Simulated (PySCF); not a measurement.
# How methods differ on the excitation energy of Co

Co [Ar] 3d7 4s2 (4F) → Co [Ar] 3d7 4s1 5s1 (6F), as a difference of total energies. All numbers are calculated (PySCF 2.14, the non-relativistic Hamiltonian (point nucleus), in dyall-av2z (16s12p7d2f, 101 functions)). Correlated levels: valence: [Ar] frozen; virtual orbitals above 40 to 60 times the deepest correlated orbital energy dropped. The calculations carry no spin-orbit coupling.

```csv
method,excitation energy (eV)
UHF,4.258
MP2 (valence),5.242
SCS-MP2 (valence),5.421
CCSD (valence),5.384
CCSD(T) (valence),5.473
```

Question: How much does correlation contribute at CCSD(T) (valence)?

Answer: 5.473 − (4.258) = 1.215 eV, measured against UHF.

The promoted electron is Rydberg-like, and one or two diffuse shells describe it only roughly, which tends to raise the upper state.
